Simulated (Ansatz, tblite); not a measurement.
Cost and result up the ladder for Ge(SMe)2Me2 (C₄H₁₂GeS₂) (19 atoms). Total charge 0; singlet. Geometry: r2SCAN-D4/def2-SVP.

```xyz
19

Ge    0.3103    0.4000    0.4534
S     2.3184   -0.4737    0.8485
C     2.2810   -1.8830   -0.3194
H     1.3475   -2.4538   -0.2076
H     3.1305   -2.5309   -0.0633
H     2.3940   -1.5452   -1.3599
S    -1.1555   -1.2060    1.0139
C    -2.5973   -0.7421   -0.0149
H    -2.9715    0.2637    0.2290
H    -3.3896   -1.4689    0.2143
H    -2.3693   -0.8022   -1.0892
C     0.0765    0.8567   -1.4333
H    -0.8866    1.3643   -1.5970
H     0.1113   -0.0443   -2.0633
H     0.8879    1.5351   -1.7383
C     0.1533    1.9571    1.6124
H    -0.8547    2.3904    1.5254
H     0.8947    2.7203    1.3307
H     0.3194    1.6625    2.6584
```

Ansatz on 2 threads of AMD EPYC 7R13 on a shared host and a share (18 GiB) of an NVIDIA H100 80GB HBM3; xTB runs through tblite on one thread. Times are rough, summed over both states, and most runs start from the orbitals of an earlier one. PBE0-D4/def2-TZVP serves as the yardstick here, not as an exact answer. The other state is a triplet.

The xTB rows come from tblite.

xTB has no spin-polarisation term.

```csv
level,functions,wall time,vertical triplet (eV),difference from PBE0-D4/def2-TZVP (eV)
GFN2-xTB,55,0.033 s,4.39,-0.66
GFN1-xTB,67,0.043 s,5.36,0.31
PBE-D4/def2-TZVP,318,5.9 s,4.71,-0.35
PBE0-D4/def2-TZVP,318,6.1 s,5.06,0.00
r2SCAN-D4/def2-TZVP,318,7.6 s,4.93,-0.12
```
